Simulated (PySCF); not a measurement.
Compound: C₆H₇BO₂S.
Numbering: `[OH:1][B:2]([OH:3])[c:4]1[cH:5][cH:6][c:7]([SH:8])[cH:9][cH:10]1` (hydrogens: H11 on O1; H12 on O3; H13 on C5; H14 on C6; H15 on S8; H16 on C9; H17 on C10)

Level: PBE0/pcSseg-1 and wB97X-D/def2-SVPD in PySCF, non-relativistic, on one gas-phase PBE0-D3(BJ)/def2-SVP geometry that isn't relaxed in the solvent. The solvent is an IEF-PCM continuum (cavity from Bondi-type radii × 1.2). Specific hydrogen bonds and non-electrostatic terms are outside this model.

Gas phase at PBE0/pcSseg-1: HOMO -6.50 eV, LUMO -0.94 eV, dipole 0.47 D.

Q: What does the continuum do to the energy, the frontier levels and the dipole at PBE0/pcSseg-1 in benzene and water?

A: 
```
solvent      ε  E(solvent) − E(gas) (kcal/mol)  polarisation term (kcal/mol)  distortion of the solute (kcal/mol)  HOMO (eV)  LUMO (eV)  dipole (D)
benzene  2.271                           -4.43                         -4.64                                 0.21      -6.48      -0.92        0.52
  water  78.36                          -10.53                        -11.82                                 1.29      -6.52      -0.95        0.64
```

The polarisation term is half the interaction of the solute with the surface charges that it induces; the rest is the cost of distorting the solute's density. The sum is the electrostatic part of solvation alone. From benzene to water the lowering changes by a factor 2.38, Onsager's factor (ε − 1)/(2ε + 1) by 2.14 and ε itself by 34.5.

Q: Which Hirshfeld charges (PBE0/pcSseg-1) respond most in benzene (means over atoms taken as equivalent)?

A: 
| atoms | environment | gas (e) | solvent (e) | change |
| --- | --- | --- | --- | --- |
| S8 | thiol sulfur | -0.019 | -0.028 | -0.009 |
| H15 | S–H hydrogen | +0.063 | +0.072 | +0.009 |
| H11/H12 | hydroxyl hydrogen | +0.176 | +0.181 | +0.005 |
| O1/O3 | boron-bound oxygen | -0.257 | -0.262 | -0.005 |
| H14/H16 | aromatic hydrogen | +0.048 | +0.052 | +0.004 |
| C7 | substituted aromatic carbon | -0.010 | -0.013 | -0.003 |
| C4 | substituted aromatic carbon | -0.091 | -0.095 | -0.004 |
| H13/H17 | aromatic hydrogen | +0.048 | +0.051 | +0.003 |
| C5/C10 | aromatic CH carbon | -0.039 | -0.041 | -0.002 |
| B2 | three-coordinate boron | +0.233 | +0.231 | -0.002 |
| C6/C9 | aromatic CH carbon | -0.063 | -0.064 | -0.001 |

Q: How do the nuclear quadrupole coupling constants eQVzz/h respond in benzene?

A: 
```csv
nucleus,Q (barn),gas (MHz),solvent (MHz),η gas,η solvent
17O at O1,-0.0256,-8.33,-8.12,0.27,0.27
11B at B2,0.04059,3.26,3.26,0.35,0.35
17O at O3,-0.0256,-8.31,-8.12,0.22,0.22
33S at S8,-0.06781,42.26,41.29,0.77,0.78
```

Gas phase at wB97X-D/def2-SVPD: HOMO -8.25 eV, LUMO 0.64 eV, dipole 0.51 D.

Q: What does the continuum do to the energy, the frontier levels and the dipole at wB97X-D/def2-SVPD in benzene and water?

A: 
```json
{"solvent": "benzene", "ε": "2.271", "E(solvent) − E(gas) (kcal/mol)": "-4.15", "polarisation term (kcal/mol)": "-4.39", "distortion of the solute (kcal/mol)": "0.24", "HOMO (eV)": "-8.22", "LUMO (eV)": "0.67", "dipole (D)": "0.58"}
{"solvent": "water", "ε": "78.36", "E(solvent) − E(gas) (kcal/mol)": "-9.94", "polarisation term (kcal/mol)": "-11.38", "distortion of the solute (kcal/mol)": "1.44", "HOMO (eV)": "-8.26", "LUMO (eV)": "0.66", "dipole (D)": "0.73"}
```

Q: How does the static polarisability (wB97X-D/def2-SVPD, frozen core, with the continuum's full static response) change?

A: 
```tsv
medium	isotropic (au)	principal values (au)	⟨r²⟩ of the electrons (bohr²)
gas	114.2	68.8, 109.3, 164.5	2213.6
benzene	132.4	78.7, 128.8, 189.6	2213.2
water	161.1	100.8, 161.3, 221.2	2212.4
```

The isotropic value in water is 1.41 times the gas-phase one; no cavity-field correction is applied. ⟨r²⟩ is taken about the centre of nuclear charge.

Shape of the structure used: `[OH:1][B:2]([OH:3])[c:4]1[cH:5][cH:6][c:7]([SH:8])[cH:9][cH:10]1`: O1–B2–C4–C5 -11°, H–O1–B2–O3 176°, H–O3–B2–O1 -1°, H–S8–C7–C6 -179°.

Note: wB97X-D ran without an empirical dispersion term, which enters the total energy and its gradient alone.
